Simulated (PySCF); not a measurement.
**Mo²⁺ (molybdenum, charge +2) across methods**

[Kr] 4d3 5p1, one real determinant (an excited configuration). Calculation: PySCF 2.14, in aug-cc-pVTZ-DK (9s8p6d3f2g, 102 functions); scalar relativity by spin-free X2C-1e.

```json
{"method": "r2SCANh", "E (hartree)": "-4047.04", "mean ε 4p β (eV)": "-61.789", "mean ε 4d α (eV)": "-27.094", "mean ε 5p α (eV)": "-15.426", "Σ⟨r²⟩ (bohr²)": "38.79", "⟨S²⟩": "6.002"}
{"method": "r2SCAN", "E (hartree)": "-4047.05", "mean ε 4p β (eV)": "-60.910", "mean ε 4d α (eV)": "-26.443", "mean ε 5p α (eV)": "-15.203", "Σ⟨r²⟩ (bohr²)": "38.76", "⟨S²⟩": "6.002"}
{"method": "UHF", "E (hartree)": "-4044.96118", "mean ε 4p β (eV)": "-68.529", "mean ε 4d α (eV)": "-32.257", "mean ε 5p α (eV)": "-17.001", "Σ⟨r²⟩ (bohr²)": "39.62", "⟨S²⟩": "6.004"}
{"method": "BP86", "E (hartree)": "-4047.53", "mean ε 4p β (eV)": "-60.260", "mean ε 4d α (eV)": "-25.991", "mean ε 5p α (eV)": "-15.286", "Σ⟨r²⟩ (bohr²)": "38.66", "⟨S²⟩": "6.001"}
{"method": "LDA", "E (hartree)": "-4042.26", "mean ε 4p β (eV)": "-60.341", "mean ε 4d α (eV)": "-25.899", "mean ε 5p α (eV)": "-15.262", "Σ⟨r²⟩ (bohr²)": "38.67", "⟨S²⟩": "6.000"}
{"method": "PBE0", "E (hartree)": "-4046.73", "mean ε 4p β (eV)": "-62.548", "mean ε 4d α (eV)": "-27.717", "mean ε 5p α (eV)": "-15.746", "Σ⟨r²⟩ (bohr²)": "38.82", "⟨S²⟩": "6.001"}
{"method": "wB97M-V", "E (hartree)": "-4046.73", "mean ε 4p β (eV)": "-65.231", "mean ε 4d α (eV)": "-29.978", "mean ε 5p α (eV)": "-17.379", "Σ⟨r²⟩ (bohr²)": "38.98", "⟨S²⟩": "6.001"}
{"method": "PBE", "E (hartree)": "-4046.65", "mean ε 4p β (eV)": "-60.083", "mean ε 4d α (eV)": "-25.947", "mean ε 5p α (eV)": "-15.175", "Σ⟨r²⟩ (bohr²)": "38.75", "⟨S²⟩": "6.001"}
```

⟨L²⟩ = 14.02 against 20 for a pure G term, so this real determinant mixes terms.
